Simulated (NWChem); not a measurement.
System: C$_{4}$H$_{4}$BrF; SMILES C#C[C@@H](F)CBr

Here is an NWChem input.

```
start job
memory heap 200 mb stack 900 mb global 1100 mb
geometry units angstroms noautosym nocenter noautoz
  C     -0.773091    -3.570068    -0.028455
  C     -0.290447    -2.473257     0.137440
  C      0.265186    -1.133215     0.340054
  F      1.569197    -1.089244    -0.078349
  C     -0.554184    -0.110723    -0.426992
  Br     0.053690     1.694960    -0.092106
  H     -1.193284    -4.548870    -0.174263
  H      0.246648    -0.890577     1.417922
  H     -0.466160    -0.291503    -1.506101
  H     -1.608946    -0.163597    -0.130231
end
basis spherical
  C library 6-31g*
  F library 6-31g*
  Br library 6-31g*
  H library 6-31g*
end
dft
  xc b3lyp
  iterations 150
end
property
  shielding
end
task dft property
```

Excerpt of the output:

```
             Northwest Computational Chemistry Package (NWChem) 7.3.0
             --------------------------------------------------------

                             Geometry "geometry" -> ""
                             -------------------------

 Output coordinates in angstroms (scale by  1.889725989 to convert to a.u.)

  No.       Tag          Charge          X              Y              Z
 ---- ---------------- ---------- -------------- -------------- --------------
    1 C                    6.0000    -0.77309100    -3.57006800    -0.02845500
    2 C                    6.0000    -0.29044700    -2.47325700     0.13744000
    3 C                    6.0000     0.26518600    -1.13321500     0.34005400
    4 F                    9.0000     1.56919700    -1.08924400    -0.07834900
    5 C                    6.0000    -0.55418400    -0.11072300    -0.42699200
    6 Br                  35.0000     0.05369000     1.69496000    -0.09210600
    7 H                    1.0000    -1.19328400    -4.54887000    -0.17426300
    8 H                    1.0000     0.24664800    -0.89057700     1.41792200
    9 H                    1.0000    -0.46616000    -0.29150300    -1.50610100
   10 H                    1.0000    -1.60894600    -0.16359700    -0.13023100

 Effective nuclear repulsion energy (a.u.)     368.7055727862

                              NWChem Property Module
                              ----------------------

  itol2e modified to match energy
  convergence criterion.

                                 NWChem DFT Module
                                 -----------------

 Summary of "ao basis" -> "ao basis" (spherical)
 ------------------------------------------------------------------------------
       Tag                 Description            Shells   Functions and Types
 ---------------- ------------------------------  ------  ---------------------
 C                           6-31g*                  6       14   3s2p1d
 F                           6-31g*                  6       14   3s2p1d
 Br                          6-31g*                 12       32   5s4p3d
 H                           6-31g*                  2        2   2s

  itol2e modified to match energy
  convergence criterion.

[...]

          -----------------------------------------
          Chemical Shielding Tensors (GIAO, in ppm)
          -----------------------------------------

                                NWChem CPHF Module
                                ------------------

  scftype          =     RHF
  nclosed          =       36
  nopen            =        0
  variables        =     2664
  # of vectors     =        3
  tolerance        = 0.10D-03
  level shift      = 0.00D+00
  max iterations   =       50
  max subspace     =       30

 SCF residual:    3.7473203793069441E-005

Iterative solution of linear equations
  No. of variables     2664
  No. of equations        3
  Maximum subspace       30
        Iterations       50
       Convergence  1.0D-04

   iter   nsub   residual    time
   ----  ------  --------  ---------
     1      3    2.70D-01      78.0
     2      6    1.56D-02      86.6
     3      9    1.56D-03      95.5
     4     12    1.04D-04     104.5
     5     15    6.21D-06     113.4

      Atom:    1  C
        Diamagnetic
    278.6726      1.5758      0.1365
      1.5758    281.1844      0.5102
      0.1365      0.5102    277.4365

        Paramagnetic
   -190.4791     59.4980      8.5481
     59.4980    -75.3927     22.9196
      8.5481     22.9196   -216.1242

        Total Shielding Tensor
     88.1934     61.0738      8.6846
     61.0738    205.7917     23.4298
      8.6846     23.4298     61.3124

           isotropic =     118.4325
          anisotropy =     175.3771

          Principal Components and Axis System
                 1           2           3
              235.3505     62.5001     57.4468

      1         0.3866      0.9074      0.1650
      2         0.9113     -0.3483     -0.2198
      3         0.1420     -0.2353      0.9615

      Atom:    2  C
        Diamagnetic
    238.0594     21.4047      3.4483
     21.4047    276.9411      7.0638
      3.4483      7.0638    228.3799

        Paramagnetic
   -165.2505     72.0034     11.7085
     72.0034    -22.7627     24.0536
     11.7085     24.0536   -190.6703

        Total Shielding Tensor
     72.8090     93.4080     15.1567
     93.4080    254.1784     31.1175
     15.1567     31.1175     37.7096

           isotropic =     121.5656
          anisotropy =     265.0510

          Principal Components and Axis System
                 1           2           3
              298.2663     35.0409     31.3897

      1         0.3870      0.6317     -0.6717
      2         0.9127     -0.3663      0.1813
      3         0.1315      0.6832      0.7183

      Atom:    3  C
        Diamagnetic
    252.4265     -2.4200      0.8908
     -2.4200    251.5741     -2.9393
      0.8908     -2.9393    241.6291

        Paramagnetic
   -113.6256     -1.2192    -14.1637
     -1.2192   -150.2850     -1.7798
    -14.1637     -1.7798   -145.3329

        Total Shielding Tensor
    138.8009     -3.6392    -13.2728
     -3.6392    101.2891     -4.7191
    -13.2728     -4.7191     96.2961

           isotropic =     112.1287
          anisotropy =      45.8921

          Principal Components and Axis System
                 1           2           3
              142.7234    103.8627     89.8000

      1         0.9615     -0.0715      0.2653
      2        -0.0538      0.8978      0.4370
      3        -0.2694     -0.4345      0.8594

      Atom:    4  F
        Diamagnetic
    491.7873     -0.5563     -9.1746
     -0.5563    467.3405     -1.8424
     -9.1746     -1.8424    463.7668

[...]
```

Level: B3LYP/6-31G* (spherical d), GIAO. Geometry: optimised at PBE0/def2-SVP. The printed shielding anisotropy is the first printed principal value minus the mean of the other two.
